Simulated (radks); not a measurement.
Ag+, 46 electrons, occupied as [Kr] 4d10 (the NIST ground configuration). Calculated with a radial shooting solver on a logarithmic mesh with Libxc functionals: scalar-relativistic Kohn-Sham, LDA (Slater exchange, Perdew-Wang correlation), spin-polarised, spherical densities, point nucleus. Some entries of the table are withheld. Estimate them.

orbital  occ.  eigenvalue (eV)  <r^2> (bohr^2)
1s          2        -25307.24        0.001311
2s          2        -3733.974         0.02150
2p          6        -3352.326             (1)
3s          2        -690.7511          0.1560
3p          6        -565.3928          0.1574
3d         10              (2)          0.1427
4s          2              (3)             (4)
4p          6              (5)           1.151
4d         10         -15.9198           2.365
5s          0         -11.6190             (6)
5p          0          -6.4138           14.97

Answer. 
(1) 2p <r^2> (bohr^2): 0.01692
(2) 3d eigenvalue (eV): -367.0636
(3) 4s eigenvalue (eV): -103.3663
(4) 4s <r^2> (bohr^2): 0.9432
(5) 4p eigenvalue (eV): -66.9862
(6) 5s <r^2> (bohr^2): 8.770
